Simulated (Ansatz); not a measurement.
Born–Oppenheimer molecular dynamics of C$_{3}$H$_{7}$B$_{2}$F (13 atoms, charge 0, multiplicity 1). It starts at the highest image of a converged band. Of that band: The profile has 2 maxima (images 3, 5) with wells between them (image 4): this band takes more than one step, which may be the mechanism or a detour left from its start path. A vibrational analysis at the climbing image gives one clearly imaginary mode, 224i cm⁻¹: a first-order saddle point.

Level of theory: RKS PBE/def2-SVP (Ansatz).

```yaml
ensemble: NVE (velocity Verlet)
time_step: 0.5 fs
steps_asked: 200
starting_velocities_drawn_for: 100 K
seed: 4732
```

First frame:

```xyz
13
Properties=species:S:1:pos:R:3
B -0.291 -3.002 -0.179
B 0.480 -1.444 -0.236
F 1.800 -1.393 -0.541
C -0.233 -0.092 0.044
C 0.411 1.108 -0.003
C -0.187 2.451 0.252
H 0.317 -4.034 -0.404
H -1.476 -3.119 0.091
H -1.310 -0.086 0.295
H 1.490 1.100 -0.254
H 0.339 2.964 1.087
H -1.267 2.396 0.494
H -0.054 3.115 -0.631
```

Question: How far do the bonds stretch over the last three quarters of this one trajectory? (Pairs bonded in most of those frames.)

Answer: 
```csv
bond,mean (Å),spread (Å),shortest,longest
B1–B2,1.713,0.020,1.69,1.75
B1–H7,1.224,0.008,1.21,1.24
B1–H8,1.225,0.014,1.20,1.25
B2–F3,1.360,0.010,1.34,1.38
B2–C4,1.555,0.010,1.54,1.58
C4–C5,1.360,0.007,1.35,1.37
C4–H9,1.109,0.030,1.07,1.15
C5–C6,1.493,0.010,1.47,1.51
C5–H10,1.108,0.015,1.09,1.13
C6–H11,1.113,0.004,1.10,1.12
C6–H12,1.108,0.003,1.10,1.11
C6–H13,1.112,0.007,1.10,1.12
```

Mean temperature of the second half: 144 K. The conserved energy stayed within 0.072 meV per atom of its start (net change 0.057 meV per atom), so the integration is sound. The kinetic energy rose, since the run started high on the potential surface and went downhill. A run of 0.1 ps of so small a system gives no equilibrium averages. The orbitals stay closed-shell, which can raise the energy where a bond breaks towards radicals; this wasn't checked here.

The run took 3.7 min on 2 threads of Intel(R) Xeon(R) 6975P-C (Granite Rapids) (shared host), peak memory 0.17 GiB.
